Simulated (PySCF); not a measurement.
Vertical excitations of a molecule CH₇ClN₂Si from PySCF with TDDFT-LC-ωPBE/def2-SVPD, as energy in eV (oscillator strength): 6.58 (0.023), 7.50 (0.008), 7.56 (0.054), 7.73 (0.064), 8.13 (0.035), 8.39 (0.014), 8.64 (0.091), 8.80 (0.064), 8.86 (0.032), 8.92 (0.000). Lowest triplet (TDA): 6.21 eV. Geometry: PBE0-D3(BJ)/def2-SVP. Other conformers were not sampled.

Task: Identify the compound among the candidates.
A) CN[Si@H](N)Cl
B) NC[Si@@H](N)Cl
C) C[Si](N)(N)Cl

Result: B, NC[Si@@H](N)Cl
